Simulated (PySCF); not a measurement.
Vertical excitations of a molecule C9H8N2S from TDA-LC-ωPBE/def2-SVP run with PySCF 2.14.0, as energy in eV (oscillator strength): 4.64 (0.008), 4.75 (0.042), 5.34 (0.485), 5.57 (0.032), 5.89 (0.110), 6.26 (0.001). Lowest triplet (TDA): 3.23 eV. Coordinates come from a B3LYP-D3(BJ)/def2-SVP optimisation. One conformer was computed; it need not be the lowest.

Pick the molecule that these values belong to.
A. Cc1csc(-c2ncccn2)c1
B. C=Cc1ccc2nsnc2c1C
C. Cc1ccsc1-c1cncnc1
D. C=Cc1cc(C)cc2nsnc12

C, Cc1ccsc1-c1cncnc1
